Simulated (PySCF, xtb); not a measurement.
AgI, SMILES [Ag][I], multiplicity 1.

GFN2-xTB (xtb) at its own geometry gives an orbital gap of 4.31 eV and a dipole moment of 8.36 D.

Coordinates come from a B3LYP-D3(BJ)/def2-TZVP optimisation. The spin state was assumed, not searched. The def2 effective core potentials stand for the cores of Ag, I; spin–orbit coupling is left out.

Problem. What does PBE/def2-TZVPD in PySCF give? (An estimate is asked for; the answer gives what the named calculation found.)

Solution. gap 1.87 eV (levels -5.85 and -3.98 eV), dipole 4.31 D.
